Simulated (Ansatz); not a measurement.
Energy profile

The step: GeH₄ + NH₃ → GeNH₅ ([NH2][GeH3]) + H₂; bonds formed: Ge1–N7, H2–H6; bonds broken: Ge1–H2, H6–N7 (atoms numbered as in the saddle structure below).

Ge1  (-0.781, -0.440, -0.180)
H2  (0.833, -1.281, 0.768)
H3  (-0.569, -1.542, -1.220)
H4  (-1.539, -0.771, 1.108)
H5  (-1.671, 0.634, -0.906)
H6  (1.182, -0.166, 0.540)
N7  (0.760, 0.816, 0.046)
H8  (0.590, 1.610, 0.657)
H9  (1.194, 1.140, -0.814)
(Å)

Electronic energies by CCSD(T) at an estimated basis limit (MP2 extrapolated from triple and quadruple zeta, plus CCSD(T) − MP2 in triple zeta), on PBE0-D4/def2-TZVP structures; GeNH$_{7}$, closed shell; no counterpoise correction. Program: Ansatz 0.2.0. Basis: def2-TZVPP and def2-QZVPP. Cores are frozen in the correlated methods. Filled d shells of the heavier atoms are correlated. The def2 sets are not built for correlating such inner shells, so the correlated values are less sure here. Extrapolation: Hartree–Fock as exp(−7.88 √X), correlation as X^−2.97.

Q: Give the profile in kJ/mol, counted from the separated reactants. (An estimate is asked for; the value comes from the calculation.)

A: By the calculation:
| point | kJ/mol |
| --- | --- |
| separated: GeH$_{4}$ (Ge1, H2, H3, H4, H5; singlet) + NH$_{3}$ (H6, N7, H8, H9; singlet) | 0.0 |
| start structure | -7.3 |
| saddle | 226.7 |
| end structure | 22.0 |
| separated: GeNH$_{5}$ (linked as [NH2][GeH3]; Ge1, H3, H4, H5, N7, H8, H9; singlet) + H$_{2}$ (H2, H6; singlet) | 24.8 |

No T1 diagnostic of these runs exceeds 0.013.

For scale, one of the runs: CCSD(T)/def2-TZVPP, 177 basis functions, launched by `ansatz run in.yaml --threads 2 --pin off --events-out ev --progress --plain --max-ram 4352MiB`. Hardware: 2 CPU threads of an Arm Neoverse V1, shared host. Wall time 48 s; peak host memory 1.6 GiB.
